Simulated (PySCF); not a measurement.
## Electron correlation in Cl- (chlorine, charge -1)

[Ar], closed-shell 1S. Computed with PySCF 2.14 in x2c-TZVPPall with one added diffuse shell each of s, p, d type (6s6p4d1f, 51 functions), with the spin-free X2C one-electron Hamiltonian (Gaussian nucleus). Frozen: [Ne]; 8 electrons correlated.

```tsv
level	correlation energy (mhartree)
CCSD	-219.59
(T)	-9.00
CCSD(T)	-228.59
```

Diagnostics: T1 = 0.0066, D1 = 0.0103, largest double amplitude 0.035.

Problem. Is a single reference adequate?

Solution. Yes: T1 lies below 0.03 and no double amplitude reaches 0.07.
